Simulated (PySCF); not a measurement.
## Broadened absorption spectrum of C4H7NSi

C4H7NSi.
SMILES: `[H]/N=C(\C)C#C[SiH3]`

Method used: TDDFT PBE0/def2-SVPD, vertical, gas phase, core orbitals frozen in the response (PySCF 2.14.0, density-fitted response routines). Geometry: GFN2-xTB; no solvent, vibrations or thermal averaging.

Broadening: Gaussians 0.4 eV wide at half height, area fixed by f = 4.319×10⁻⁹ ∫ε dν̃. The cross-section is σ = 3.8235×10⁻²¹ ε cm², given in Mb (10⁻¹⁸ cm²). The width is an assumption, not a result. The curve ends short of the highest state used, and states not computed would add to its high-energy end.

(λ (nm), σ (Mb)): (181.2, 2.43), (184.3, 1.01), (187.3, 0.64), (190.4, 0.37), (193.4, 0.21), (196.5, 0.17), (199.6, 0.20), (202.6, 0.42), (205.7, 1.49), (208.7, 4.85), (211.8, 12.78), (214.8, 25.17), (217.9, 39.41), (220.9, 48.55), (224.0, 48.61), (227.1, 39.82), (230.1, 27.54), (233.2, 15.92), (236.2, 8.08), (239.3, 3.49), (242.3, 1.39), (245.4, 0.50), (248.5, 0.20), (251.5, 0.11), (254.6, 0.09), (257.6, 0.10), (260.7, 0.13), (263.7, 0.16), (266.8, 0.18), (269.9, 0.20), (272.9, 0.19), (276.0, 0.18), (279.0, 0.15), (282.1, 0.12), (285.1, 0.09), (288.2, 0.06), (291.2, 0.04), (294.3, 0.02), (297.4, 0.01), (300.4, 0.01), (303.5, 0.00), (306.5, 0.00), (309.6, 0.00), (312.6, 0.00)

Q: Locate the maxima and give the states behind the curve.

A: 271 nm (4.57 eV), ε about 51, made up of S1 (98%); 222 nm (5.57 eV), ε about 13000, made up of S3 (100%) (ε in L mol⁻¹ cm⁻¹; maxima over ε = 5, shares over 10%). At its high-energy end, 6.84 eV, the curve is still rising (ε about 620, from S5 and S6). The states used: S1 4.57 eV (f 0.0008); S2 4.98 eV (f 0.0002); S3 5.57 eV (f 0.193); S4 6.21 eV (f 0.0006); S5 6.72 eV (f 0.0027); S6 7.22 eV (f 0.090); S7 7.24 eV (f 0.0036); S8 7.44 eV (f 0.034).

Q: Coming from long wavelengths, where does ε first pass 100 L mol⁻¹ cm⁻¹?

A: At about 246 nm (5.04 eV), 0.47 eV above S1.

Q: What would ε be at 5.57 eV, the highest of these maxima, with half the width (0.2 eV)?

A: About 26100 L mol⁻¹ cm⁻¹ against 13000, a factor of about 2.00; a lone state at its own centre would give exactly 2.

Q: On this curve, what absorbance would a 10⁻³ mol/L sample give at 266 nm over a 1 cm path?

A: 266 nm is 4.661 eV, where ε is about 46 L mol⁻¹ cm⁻¹, so A = ε c l ≈ 0.046 (Beer–Lambert, with the gas-phase spectrum and the assumed width).
